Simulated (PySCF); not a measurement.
H$_{2}$Sb (SMILES [SbH2]), doublet, at a GFN2-xTB geometry (all electrons, no relativity); CASSCF(5,4)/STO-3G run with PySCF.

Input for PySCF:
```python
from pyscf import gto, scf, mcscf
import numpy

mol = gto.Mole()
mol.atom = '''
    Sb    0.00051452    0.04684124    0.00157597
    H    -1.19779239   -1.18206046   -0.02171229
    H     1.17155189   -1.20684293   -0.05866229
'''
mol.basis = 'sto-3g'
mol.spin = 1
mol.verbose = 4
mol.build()

mf = scf.ROHF(mol)
mf.kernel()
mc = mcscf.CASSCF(mf, 4, 5)
mc.fix_spin_(ss=0.75)
mc.kernel()
occ = numpy.linalg.eigvalsh(mc.fcisolver.make_rdm1(mc.ci, mc.ncas, mc.nelecas))[::-1]
ss = mc.fcisolver.spin_square(mc.ci, mc.ncas, mc.nelecas)[0]
print('natural occupations', occ.round(4), ' <S^2>', round(ss, 4))
```

Question: Write the output that PySCF gives for this input, abridged.

Answer: 
```
PySCF version 2.14.0

[INPUT] verbose = 4
[INPUT] num. atoms = 3
[INPUT] num. electrons = 53
[INPUT] charge = 0
[INPUT] spin (= nelec alpha-beta = 2S) = 1
[INPUT] symmetry False subgroup None
[INPUT] Mole.unit = angstrom
[INPUT] Symbol           X                Y                Z      unit          X                Y                Z       unit  Magmom
[INPUT]  1 Sb     0.000514520000   0.046841240000   0.001575970000 AA    0.000972301886   0.088517114935   0.002978151681 Bohr   0.0
[INPUT]  2 H     -1.197792390000  -1.182060460000  -0.021712290000 AA   -2.263499571188  -2.233770532077  -0.041030281637 Bohr   0.0
[INPUT]  3 H      1.171551890000  -1.206842930000  -0.058662290000 AA    2.213912212817  -2.280602613068  -0.110855661940 Bohr   0.0

nuclear repulsion = 31.6670826057202
number of shells = 13
number of NR pGTOs = 87
number of NR cGTOs = 29
basis = sto-3g
ecp = {}

******** <class 'pyscf.scf.rohf.ROHF'> ********
method = ROHF
initial guess = minao
damping factor = 0
level_shift factor = 0
DIIS = <class 'pyscf.scf.diis.CDIIS'>
diis_start_cycle = 1
diis_space = 8
diis_damp = 0
SCF conv_tol = 1e-09
SCF conv_tol_grad = None
SCF max_cycles = 50
direct_scf = True
direct_scf_tol = 1e-13
num. doubly occ = 26  num. singly occ = 1
Set gradient conv threshold to 3.16228e-05
init E= -6233.59572680313
  HOMO = -0.407292417957524  LUMO = -0.0591413810454495  gap/eV = 9.47367
cycle= 1 E= -6252.44665919309  delta_E= -18.9  |g|= 0.285  |ddm|= 1.49
  HOMO = -0.00708169213602988  LUMO = 0.33604784211881  gap/eV = 9.33703
cycle= 2 E= -6252.48726590694  delta_E= -0.0406  |g|= 0.0193  |ddm|= 0.421
  HOMO = -0.0392568860400462  LUMO = 0.338746871176487  gap/eV = 10.28601
cycle= 3 E= -6252.48751418091  delta_E= -0.000248  |g|= 0.00427  |ddm|= 0.0394
  HOMO = -0.0390785254826511  LUMO = 0.338836695535158  gap/eV = 10.28360
cycle= 4 E= -6252.48752958791  delta_E= -1.54e-05  |g|= 0.000372  |ddm|= 0.0129
  HOMO = -0.0390753538792417  LUMO = 0.338905428980168  gap/eV = 10.28538
cycle= 5 E= -6252.48752971348  delta_E= -1.26e-07  |g|= 3.85e-05  |ddm|= 0.00102
  HOMO = -0.0390751213627579  LUMO = 0.338905671130122  gap/eV = 10.28538
cycle= 6 E= -6252.48752971464  delta_E= -1.16e-09  |g|= 1e-06  |ddm|= 8.93e-05
  HOMO = -0.0390750258531012  LUMO = 0.338905749844397  gap/eV = 10.28538
cycle= 7 E= -6252.48752971463  delta_E= 1.18e-11  |g|= 1.12e-07  |ddm|= 1.1e-06
  HOMO = -0.0390750261666217  LUMO = 0.338905750808615  gap/eV = 10.28538
Extra cycle  E= -6252.48752971464  delta_E= -4.55e-12  |g|= 2.51e-08  |ddm|= 1.26e-07
converged SCF energy = -6252.48752971464

******** <class 'pyscf.mcscf.mc1step.CASSCF'> ********
CAS (3e+2e, 4o), ncore = 24, nvir = 1
max_cycle_macro = 50
max_cycle_micro = 4
conv_tol = 1e-07
conv_tol_grad = None
orbital rotation max_stepsize = 0.02
orbital rotation threshold for CI restart = 0.01
augmented hessian ah_max_cycle = 30
augmented hessian ah_conv_tol = 1e-12
augmented hessian ah_linear dependence = 1e-14
augmented hessian ah_level shift = 1e-08
augmented hessian ah_start_tol = 2.5
augmented hessian ah_start_cycle = 3
augmented hessian ah_grad_trust_region = 3
kf_trust_region = 3
kf_interval = 4
ci_response_space = 4
ci_grad_trust_region = 3
with_dep4 0
natorb = False
canonicalization = True
sorting_mo_energy = False
ao2mo_level = 2
internal_rotation = False
******** <class 'pyscf.fci.addons.SpinPenaltyFCISolver'> ********
max. cycles = 50
conv_tol = 1e-08
davidson only = True
linear dependence = 1e-12
level shift = 0.001
max iter space = 12
nroots = 1
pspace_size = 400
spin = None
CASCI E = -6252.50016204648  S^2 = 0.7500000
Set conv_tol_grad to 0.000316228
macro iter   1 ( 17 JK    4 micro), CASSCF E = -6252.50006134086  dE =  1.00705616e-04  S^2 = 0.7500000
               |grad[o]|=0.00921  |grad[c]|=0.00528  |ddm|=0.00969  |maxRot[o]|=0.228
macro iter   2 ( 21 JK    4 micro), CASSCF E = -6252.50020666609  dE = -1.45325224e-04  S^2 = 0.7500000
               |grad[o]|=0.00195  |grad[c]|=0.00178  |ddm|=0.00235  |maxRot[o]|=0.048
macro iter   3 (  9 JK    2 micro), CASSCF E = -6252.50029483938  dE = -8.81732913e-05  S^2 = 0.7500000
               |grad[o]|=0.00106  |grad[c]|=0.000888  |ddm|=0.00227  |maxRot[o]|=0.0601
macro iter   4 ( 19 JK    4 micro), CASSCF E = -6252.50029493489  dE = -9.55151336e-08  S^2 = 0.7500000
               |grad[o]|=0.000504  |grad[c]|=0.000782  |ddm|=0.00182  |maxRot[o]|=0.000664
macro iter   5 ( 24 JK    4 micro), CASSCF E = -6252.50032197486  dE = -2.70399623e-05  S^2 = 0.7500000
               |grad[o]|=0.000491  |grad[c]|=0.000339  |ddm|=0.000691  |maxRot[o]|= 0.04
macro iter   6 (  6 JK    2 micro), CASSCF E = -6252.50032609664  dE = -4.12177906e-06  S^2 = 0.7500000
               |grad[o]|=0.00022  |grad[c]|=8.09e-05  |ddm|=0.000615  |maxRot[o]|=0.0142
macro iter   7 (  3 JK    1 micro), CASSCF E = -6252.50032741754  dE = -1.32090281e-06  S^2 = 0.7500000
               |grad[o]|=9.68e-05  |grad[c]|=0.00024  |ddm|=0.000554  |maxRot[o]|=0.013
macro iter   8 (  4 JK    1 micro), CASSCF E = -6252.50032743817  dE = -2.06309778e-08  S^2 = 0.7500000
               |grad[o]|=6.92e-05  |grad[c]|=0.000235  |ddm|=0.000132  |maxRot[o]|=0.00199
1-step CASSCF converged in   8 macro (103 JK  22 micro) steps
CASSCF canonicalization
Density matrix diagonal elements [1.98343085 1.9887688  1.         0.02780035]
CASSCF energy = -6252.50032743817
CASCI E = -6252.50032743817  E(CI) = -4.63323396322903  S^2 = 0.7500000
natural occupations [1.9888 1.9836 1.     0.0276]  <S^2> 0.75
```
